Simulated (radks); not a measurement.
Values are calculated unless marked as measured or tabulated.
Ho+, 66 electrons, occupied as [Xe] 4f11 6s0.5 5d0.5 (fractional occupations, a model configuration). Code: a radial shooting solver on a logarithmic mesh with Libxc functionals. Model: Dirac Kohn-Sham, BLYP, spin-unpolarised, spherical densities, finite nucleus; open shells are shared between the two j in proportion to 2j + 1; Fermi nuclear charge, rms radius 5.2022 fm.

Normalised radial functions P(r) = r R(r) (large component), r in bohr:

| r | 6s1/2 | 5d5/2 |
|---|---|---|
| 0.001934 | 0.0246 | 0.0000 |
| 0.002642 | 0.0305 | 0.0000 |
| 0.003638 | 0.0373 | 0.0001 |
| 0.00501 | 0.0440 | 0.0001 |
| 0.006845 | 0.0493 | 0.0003 |
| 0.009426 | 0.0512 | 0.0008 |
| 0.01288 | 0.0465 | 0.0019 |
| 0.01773 | 0.0312 | 0.0044 |
| 0.02423 | 0.0037 | 0.0097 |
| 0.03336 | -0.0348 | 0.0206 |
| 0.04595 | -0.0708 | 0.0408 |
| 0.06277 | -0.0793 | 0.0721 |
| 0.08644 | -0.0358 | 0.1132 |
| 0.1181 | 0.0504 | 0.1447 |
| 0.1626 | 0.1158 | 0.1320 |
| 0.224 | 0.0647 | 0.0393 |
| 0.306 | -0.0870 | -0.1104 |
| 0.4214 | -0.1696 | -0.2222 |
| 0.5756 | -0.0328 | -0.1752 |
| 0.7927 | 0.2085 | 0.0426 |
| 1.092 | 0.2667 | 0.3184 |
| 1.491 | 0.0370 | 0.5183 |
| 2.054 | -0.3313 | 0.5924 |
| 2.806 | -0.5706 | 0.5463 |
| 3.864 | -0.5508 | 0.4115 |
| 5.279 | -0.3388 | 0.2434 |
| 7.27 | -0.1219 | 0.0988 |
| 10.01 | -0.0226 | 0.0241 |
| 13.68 | -0.0019 | 0.0031 |

6s1/2: eigenvalue -8.677 eV, 5 radial nodes at r = 0.0251, 0.0994, 0.259, 0.601, 1.54 bohr, <r> = 3.70 bohr, 90 % of the charge inside 5.41 bohr. 5d5/2: eigenvalue -6.148 eV, 2 radial nodes at r = 0.245, 0.753 bohr, <r> = 2.95 bohr, 90 % of the charge inside 4.80 bohr.
